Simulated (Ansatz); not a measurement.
Molecule: CSe2 (charge 0, singlet). 
Coordinates optimised at B3LYP-D3(BJ)/def2-TZVP (Ansatz, a quantum-chemistry and plane-wave program):
SMILES: [Se]=C=[Se]
```xyz
3

Se     0.0000     0.0000    -1.6965
C      0.0000     0.0000     0.0000
Se     0.0000     0.0000     1.6965
```
Charge 0, spin multiplicity 1.

Quantity: vertical electron affinity (to the doublet state of charge -1; a negative value means that the extra electron is unbound and the number depends on the basis; each state is the SCF solution reached for its spin), in eV. Cores are frozen in the correlated levels unless marked. UHF or UKS for open shells. No spin-orbit coupling. The frozen core is the preceding noble-gas configuration, with the filled d and f shells of earlier blocks. No relativistic terms. Anions need diffuse functions: aug- sets have them; def2-D sets add few. 

```csv
level,program,vertical electron affinity (eV)
SVWN5/def2-TZVPD,Ansatz,0.45
PBE/def2-TZVPD,Ansatz,0.36
r2SCAN/def2-TZVPD,Ansatz,0.47
B3LYP/def2-TZVPD,Ansatz,0.53
PBE0/def2-TZVPD,Ansatz,0.56
BHLYP/def2-TZVPD,Ansatz,0.66
CAM-B3LYP/def2-TZVPD,Ansatz,0.68
wB97M-V/def2-TZVPD,Ansatz,0.54
wB97X-V/def2-TZVPD,Ansatz,0.65
wB97X/def2-TZVPD,Ansatz,0.66
CCSD/aug-cc-pVDZ,Ansatz,0.32
CCSD/aug-cc-pVTZ,Ansatz,0.49
CCSD(T)/aug-cc-pVDZ,Ansatz,0.17
CCSD(T)/aug-cc-pVTZ,Ansatz,0.35
```
